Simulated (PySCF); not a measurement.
**Ionisation energy of Ho by level of theory**

Ho [Xe] 4f11 6s2 (high-spin determinant) → Ho⁺ [Xe] 4f11 6s1 (high-spin determinant), as a difference of total energies. All numbers are calculated (PySCF 2.14, the spin-free X2C one-electron Hamiltonian (Gaussian nucleus), in cc-pwCVTZ-X2C). Correlated levels: valence: [Kr] 4d10 frozen; valence and next inner shell: [Ar] 3d10 frozen. The calculations carry no spin-orbit coupling.

```json
{"method": "UHF", "ionisation energy (eV)": "4.930"}
{"method": "PBE", "ionisation energy (eV)": "6.052"}
{"method": "PBE0", "ionisation energy (eV)": "5.903"}
{"method": "r2SCAN", "ionisation energy (eV)": "5.800"}
{"method": "MP2 (valence)", "ionisation energy (eV)": "5.980"}
{"method": "SCS-MP2 (valence)", "ionisation energy (eV)": "5.996"}
{"method": "SCS-MP2 (valence and next inner shell)", "ionisation energy (eV)": "6.006"}
```

Q: Estimate what LDA gives.

A: 6.265 eV, closest to PBE among the rows shown.

Q: Estimate what MP2 (valence and next inner shell) gives.

A: 6.002 eV, closest to SCS-MP2 (valence and next inner shell) among the rows shown.

The determinant of Ho and of Ho⁺ mixes LS terms, which raises its energy above the lowest term, most at the Hartree-Fock and MP2 levels.

For comparison: 6.021 eV (measured; NIST Atomic Spectra Database, ionization energies).
